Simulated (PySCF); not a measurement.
C₇H₇FNS (charge +1).
Atom-mapped SMILES: `[CH3:1][C:2]#[C:3][CH2:4][n+:5]1[cH:6][s:7][c:8]([F:9])[cH:10]1` (hydrogens: H11, H12, H13 on C1; H14, H15 on C4; H16 on C6; H17 on C10)

Structure used (PBE0-D3(BJ)/def2-SVP), in Å, numbered top down from 1:
```
atom  x, y, z in Å
C1     3.1343    0.7493   -0.8581
C2     2.0135    0.5234    0.0323
C3     1.0843    0.3297    0.7863
C4    -0.0044    0.1075    1.7138
N5    -1.3074   -0.0179    1.0097
C6    -2.0647   -1.0971    1.0616
S7    -3.4856   -0.9568    0.1553
C8    -3.0049    0.6468   -0.3100
F9    -3.7583    1.3582   -1.0809
C10   -1.8078    0.9976    0.2303
H11    4.0728    0.4456   -0.3699
H12    3.0260    0.1599   -1.7811
H13    3.2160    1.8118   -1.1300
H14    0.1277   -0.8139    2.3009
H15   -0.1112    0.9401    2.4291
H16   -1.7982   -1.9893    1.6306
H17   -1.2595    1.9282    0.0909
```

Computed with PySCF at CAM-B3LYP/def2-SVPD, non-relativistic, on one gas-phase PBE0-D3(BJ)/def2-SVP geometry that isn't relaxed in the solvent. The solvent is an IEF-PCM continuum (Bondi radii, 1.10 Å for H, scaled by 1.2). Specific hydrogen bonds and non-electrostatic terms are outside this model.

Gas phase at CAM-B3LYP/def2-SVPD: HOMO -12.71 eV, LUMO -5.45 eV.

**Question.** What does the continuum do to the energy and the frontier levels at CAM-B3LYP/def2-SVPD in cyclohexane and water?

**Answer.** 
```tsv
solvent	ε	E(solvent) − E(gas) (kJ/mol)	polarisation term (kJ/mol)	distortion of the solute (kJ/mol)	HOMO (eV)	LUMO (eV)
cyclohexane	2.017	-111.27	-112.56	1.29	-10.89	-3.32
water	78.36	-225.00	-233.47	8.47	-9.22	-1.20
```

Polarisation term: ½ Σ q·V over the induced surface charges. Distortion: the rise of the solute's own energy as its density leaves the gas-phase optimum. From cyclohexane to water the lowering changes by a factor 2.02, Born's factor 1 − 1/ε by 1.96 and ε itself by 38.9.

**Question.** Which radius a makes Born's formula ΔE = −(q²/2a)(1 − 1/ε) give the value in water?

**Answer.** a = q²(1 − 1/ε)/(2|ΔE|) = 3.05 Å, with q = +1 e and |ΔE| = 0.0857 Eh; the farthest nucleus lies 4.25 Å from the centroid of the nuclei. The formula assumes a point charge at the centre of a sphere.

**Question.** How does the static polarisability (CAM-B3LYP/def2-SVPD, frozen core, with the continuum's full static response) change?

**Answer.** 
| medium | isotropic (au) | principal values (au) | ⟨r²⟩ of the electrons (bohr²) |
| --- | --- | --- | --- |
| gas | 100.8 | 74.7, 92.7, 134.8 | 2180.3 |
| cyclohexane | 112.4 | 83.8, 104.7, 148.7 | 2182.1 |
| water | 134.4 | 104.3, 128.2, 170.6 | 2184.5 |

The isotropic value in water is 1.33 times the gas-phase one; no cavity-field correction is applied. ⟨r²⟩ is taken about the centre of nuclear charge.

Hardware: Intel Xeon at 2.50 GHz, one thread, no GPU (shared host). Cost: 2.9 min wall, 1.4 GiB resident at most. This is the whole response run at CAM-B3LYP/def2-SVPD in water, SCF included.
